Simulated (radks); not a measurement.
Values are calculated unless marked as measured or tabulated.
The terbium ion Tb+, 64 electrons, occupied as [Xe] 4f10 (not the ground configuration).

Code: a radial shooting solver on a logarithmic mesh with Libxc functionals. Model: Dirac Kohn-Sham, LDA (Slater exchange, Perdew-Wang correlation), spin-unpolarised, spherical densities, finite nucleus; open shells are shared between the two j in proportion to 2j + 1; Fermi nuclear charge, rms radius 5.06 fm.

Energy parts (hartree):
| part | energy |
|---|---|
| total | -11709.9070 |
| kinetic | 12801.0313 |
| electron-nucleus | -28831.4659 |
| Hartree | 4570.1245 |
| exchange-correlation | -249.5969 |

Orbitals (lengths in bohr, moments of r in powers of bohr; r(max) is where P^2 peaks; r(90%) holds 90 % of the orbital's charge):
| orbital | occ. | eigenvalue (hartree) | <1/r> | r(max) | r(90%) | <r^4> |
|---|---|---|---|---|---|---|
| 1s1/2 | 2 | -1901.691 | 73.03 | 0.01365 | 0.0390 | 1.066e-06 |
| 2s1/2 | 2 | -315.1276 | 17.46 | 0.07773 | 0.142 | 0.0001679 |
| 2p1/2 | 2 | -299.6161 | 17.45 | 0.05860 | 0.125 | 0.0001035 |
| 2p3/2 | 4 | -272.2109 | 15.35 | 0.06453 | 0.134 | 0.0001371 |
| 3s1/2 | 2 | -69.85322 | 6.369 | 0.2202 | 0.351 | 0.006493 |
| 3p1/2 | 2 | -63.08550 | 6.290 | 0.2074 | 0.344 | 0.005876 |
| 3p3/2 | 4 | -57.42982 | 5.756 | 0.2199 | 0.362 | 0.007253 |
| 3d3/2 | 4 | -45.71575 | 5.639 | 0.1742 | 0.334 | 0.005204 |
| 3d5/2 | 6 | -44.48034 | 5.506 | 0.1777 | 0.340 | 0.005554 |
| 4s1/2 | 2 | -13.80301 | 2.664 | 0.5053 | 0.780 | 0.1609 |
| 4p1/2 | 2 | -11.15196 | 2.558 | 0.5089 | 0.806 | 0.1827 |
| 4p3/2 | 4 | -9.88872 | 2.373 | 0.5358 | 0.851 | 0.2264 |
| 4d3/2 | 4 | -5.51411 | 2.151 | 0.5423 | 0.933 | 0.3262 |
| 4d5/2 | 6 | -5.28646 | 2.105 | 0.5511 | 0.949 | 0.3501 |
| 5s1/2 | 2 | -1.81332 | 0.9927 | 1.189 | 1.95 | 6.286 |
| 5p1/2 | 2 | -1.11408 | 0.8612 | 1.305 | 2.27 | 11.56 |
| 5p3/2 | 4 | -0.96039 | 0.7930 | 1.394 | 2.45 | 15.58 |
| 4f5/2 | 4.28571 | -0.15618 | 1.453 | 0.5555 | 1.81 | 13.60 |
| 4f7/2 | 5.71429 | -0.12946 | 1.417 | 0.5612 | 1.93 | 21.84 |

The highest occupied level is 4f7/2 at -3.523 eV. Summed over all electrons, <r^2> = 47.10 bohr^2, which gives a Langevin (diamagnetic) susceptibility term of -37.3 x 10^-6 cm^3/mol.
